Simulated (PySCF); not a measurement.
W(O)(S)(OH)(SH) (H₂O₂S₂W), SMILES [O]=[W]([OH])(=[S])[SH], multiplicity 1.

Geometry: B3LYP-D3(BJ)/def2-SVP. The spin state was assumed, not searched. The structure was generated by enumeration; whether it is a known compound was not checked. The def2 effective core potentials stand for the cores of W; spin–orbit coupling is left out. One conformer was computed; it need not be the lowest.

The numbers are results of TDA-PBE0/def2-SVPD in PySCF, not measurements.

Vertical excitations. 

Computed excitation energies, oscillator strengths and character:
```csv
state,energy (eV),λ (nm),f,main pairs
S1,3.31,375,0.001,HOMO→LUMO 91 %
S2,3.81,326,0.003,"HOMO→LUMO+1 55 %, HOMO−1→LUMO 43 %"
S3,4.08,304,0.019,"HOMO−1→LUMO 37 %, HOMO→LUMO+1 30 %, HOMO−2→LUMO 20 %"
S4,4.28,290,0.025,"HOMO−1→LUMO+1 72 %, HOMO−2→LUMO+1 14 %"
S5,4.67,265,0.009,"HOMO−2→LUMO 40 %, HOMO−3→LUMO 17 %, HOMO−1→LUMO+1 11 %, HOMO−3→LUMO+1 7 %"
S6,4.82,257,0.013,"HOMO−3→LUMO 63 %, HOMO−2→LUMO+1 26 %"
S7,4.99,249,0.018,"HOMO→LUMO+2 60 %, HOMO−2→LUMO+1 16 %, HOMO−3→LUMO 9 %"
S8,5.09,243,0.030,"HOMO→LUMO+2 28 %, HOMO−2→LUMO+1 18 %, HOMO−1→LUMO+2 12 %, HOMO−3→LUMO+1 8 %"
S9,5.34,232,0.012,"HOMO−1→LUMO+2 44 %, HOMO−3→LUMO+1 32 %"
S10,5.41,229,0.012,"HOMO−4→LUMO 30 %, HOMO−1→LUMO+2 28 %, HOMO−3→LUMO+1 21 %"
T1,2.90,428,0,HOMO→LUMO 92 %
T2,3.08,403,0,"HOMO−1→LUMO 60 %, HOMO−2→LUMO 24 %"
T3,3.47,357,0,HOMO→LUMO+1 81 %
T4,3.70,335,0,"HOMO−1→LUMO+1 70 %, HOMO→LUMO+1 11 %"
```
Triplets are in the Tamm–Dancoff approximation.
